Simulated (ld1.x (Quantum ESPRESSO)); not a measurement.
## Zr: excitation energies, all-electron against RRKJ

```
Element                 : zirconium
Generator               : ld1.x (Quantum ESPRESSO) 7.5
Type                    : norm-conserving RRKJ (Kleinman–Bylander form)
Functional              : PBE
Relativity              : scalar-relativistic
Frozen core             : [Kr]
Valence charge          : 4
Reference configuration : 4d2 5s1 5p0 (charge +1)
Partial waves           : 5p (bound, empty): rc 3.30 bohr; 4d (bound): rc 1.80 bohr; 5s (bound): rc 3.20 bohr
Local potential         : the s channel
Core correction         : Bessel-smoothed model core inside 1.25 bohr
rho0                    : 0.02
```

Energies are relative to the spin-unpolarised reference configuration 4d2 5s1 5p0; without spin polarisation the order of configurations can differ from experiment. The frozen-core shift is the all-electron ΔE with the core orbitals held at their reference shape minus the fully relaxed ΔE.

```json
{"valence configuration": "4d2 5s2 5p0", "charge": "0", "ΔE all-electron (eV)": "-7.137", "error AE − PS (meV)": "-4.3", "frozen-core shift (meV)": "+1.0"}
{"valence configuration": "4d2 5s0 5p0", "charge": "+2", "ΔE all-electron (eV)": "12.940", "error AE − PS (meV)": "-18", "frozen-core shift (meV)": "+11"}
{"valence configuration": "4d1 5s0 5p0", "charge": "+3", "ΔE all-electron (eV)": "35.567", "error AE − PS (meV)": "-291", "frozen-core shift (meV)": "+341"}
{"valence configuration": "4d2 5s0 5p1", "charge": "+1", "ΔE all-electron (eV)": "3.715", "error AE − PS (meV)": "-8.9", "frozen-core shift (meV)": "+2.5"}
{"valence configuration": "4d2 5s1.5 5p0", "charge": "+0.5", "ΔE all-electron (eV)": "-4.257", "error AE − PS (meV)": "-1.2", "frozen-core shift (meV)": "+0.2"}
```

What are ΔE and the potential's error for 4d2.5 5s1.5 5p0?

ΔE = -6.623 eV all-electron; the error (AE − PS) is -17 meV.

What are ΔE and the potential's error for 4d3 5s0 5p0?

ΔE = 0.384 eV all-electron; the error (AE − PS) is -126 meV.
